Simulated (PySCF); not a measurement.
CH₄AlFS, SMILES [S]([AlH][F])C. Atoms are numbered in the order given.

```xyz
8

Al     0.5008     0.9115     0.0000
F     -0.2623     2.3921     0.0000
H      2.0713     0.8429     0.0000
S     -0.7478    -0.8635     0.0000
C      0.5539    -2.1755     0.0000
H      1.5708    -1.7570     0.0000
H      0.4243    -2.7974    -0.8958
H      0.4243    -2.7974     0.8958
```
Charge 0, spin multiplicity 1.

The structure is a stationary point at B3LYP-D3(BJ)/def2-SVP. One conformer was computed; it need not be the lowest.

Level of theory: PySCF with ωB97X/def2-TZVP.

ESP charges are fitted to the potential on shells at 1.4 to 2.0 van der Waals radii. Atomic charges (e):

```
atom  ESP fit  Mulliken  Löwdin
----  -------  --------  ------
Al1         …      0.55   -0.09
F2      -0.40     -0.35   -0.04
H3          …     -0.10   -0.12
S4      -0.32     -0.21    0.40
C5      -0.35     -0.31   -0.48
H6          …      0.13    0.11
H7          …      0.14    0.11
H8          …      0.14    0.11
```

Q: Complete the blanks. (An estimate is asked for; the answer gives what the named calculation found.)

A: 
- Al1, ESP fit: 0.87
- H3, ESP fit: -0.23
- H6, ESP fit: 0.09
- H7, ESP fit: 0.17
- H8, ESP fit: 0.17
